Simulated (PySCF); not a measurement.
Vertical excitations of a molecule C5H6BF from TDDFT-ωB97X/def2-SVPD run with PySCF, as energy in eV (oscillator strength): 5.10 (0.000), 5.38 (0.199), 6.26 (0.000), 6.53 (0.000), 6.80 (0.074), 7.45 (0.001), 7.54 (0.000), 7.82 (0.109), 8.01 (0.003), 8.14 (0.154). Lowest triplet (TDA): 3.26 eV. The structure is a stationary point at PBE0-D3(BJ)/def2-SVP. Other conformers were not sampled.

Question: Which structure fits?
(A) CB1C=CC(F)=C1
(B) C=CC1=CB(F)C1
(C) C#CB(F)C1CC1
(D) C#CC(=C)B(C)F

Answer: D, C#CC(=C)B(C)F
